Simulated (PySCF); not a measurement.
Gas-phase reaction: InHCl2 + Cl2 → InCl3 + HCl

Method: PySCF energies plus ideal-gas RRHO corrections (1 bar). † marks an energy on the PBE0/def2-TZVP geometry and frequencies; other levels use their own. MP2 freezes the core. All species are closed-shell singlets. B3LYP is the form with VWN-RPA correlation. In: scalar-relativistic def2 core potential, no spin-orbit coupling. InHCl2: computed as isolated molecules; such fragments, hydroxides, amides, oligomers or adducts are transient or little studied in the gas. MP2 isn't extrapolated to the basis-set limit.

```json
[
 {"level": "B3LYP/def2-TZVP†", "ΔH°(298 K), kJ": "-251"},
 {"level": "M06-2X/def2-TZVP†", "ΔH°(298 K), kJ": "-267"},
 {"level": "MP2/def2-SVP†", "ΔH°(298 K), kJ": "[?]"},
 {"level": "MP2/def2-TZVPP†", "ΔH°(298 K), kJ": "[?]"},
 {"level": "PBE/def2-SVP", "ΔH°(298 K), kJ": "-257"},
 {"level": "PBE0/def2-TZVP", "ΔH°(298 K), kJ": "[?]"}
]
```

Task: Some entries are withheld; supply them.

Result: 
- MP2/def2-SVP†, ΔH°(298 K), kJ: -307
- MP2/def2-TZVPP†, ΔH°(298 K), kJ: -284
- PBE0/def2-TZVP, ΔH°(298 K), kJ: -256
